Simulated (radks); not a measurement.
All-electron atom: a nucleus of charge 61.8 with 61 electrons in [Xe] 4f5 6s2.

All-electron calculation, scalar-relativistic Kohn-Sham, PBE, spin-polarised, spherical densities, point nucleus; open shells are filled with parallel spins first (spin-orbit coupling, left out, can overturn this in heavy ions). Program: a radial shooting solver on a logarithmic mesh with Libxc functionals.

Energy parts (eV):
part                      energy
total                 -281502.17
kinetic                300802.15
electron-nucleus      -684492.84
Hartree                108546.60
exchange-correlation    -6358.07

Orbitals (lengths in bohr, moments of r in powers of bohr; <r^-3> diverges for s and p1/2):
orbital,occ.,eigenvalue (eV),<r^-3>,<r>,<1/r>
1s up,1,-46357.09,-,0.02283,68.55
1s down,1,-46357.08,-,0.02283,68.55
2s up,1,-7577.069,-,0.09739,15.86
2s down,1,-7577.046,-,0.09739,15.86
2p up,3,-6761.297,10040,0.08580,14.89
2p down,3,-6761.281,10050,0.08580,14.89
3s up,1,-1668.699,-,0.2561,5.800
3s down,1,-1667.057,-,0.2559,5.805
3p up,3,-1413.500,2072,0.2545,5.468
3p down,3,-1411.866,2076,0.2543,5.472
3d up,5,-1067.119,281.4,0.2321,5.189
3d down,5,-1065.862,282.0,0.2319,5.193
4s up,1,-342.6674,-,0.5814,2.437
4s down,1,-338.5355,-,0.5812,2.437
4p up,3,-258.7469,457.4,0.6153,2.244
4p down,3,-254.6180,457.1,0.6152,2.244
4d up,5,-140.8504,51.66,0.6718,1.971
4d down,5,-136.7362,51.57,0.6724,1.969
5s up,1,-53.2287,-,1.387,0.9559
5s down,1,-50.9442,-,1.405,0.9403
5p up,3,-32.4639,65.59,1.609,0.8129
5p down,3,-30.7703,61.81,1.639,0.7951
4f up,5,-14.6204,6.567,0.9251,1.418
4f down,0,-10.9913,6.298,0.9699,1.382
6s up,1,-8.6335,-,3.727,0.3375
6s down,1,-8.3975,-,3.798,0.3309

The highest occupied level is 6s down at -8.398 eV. The configuration is held as typed, so some empty levels lie below it. Spin moment in Bohr magnetons: 5. The density falls to 0.001 e/bohr^3 at r = 5.00 bohr.
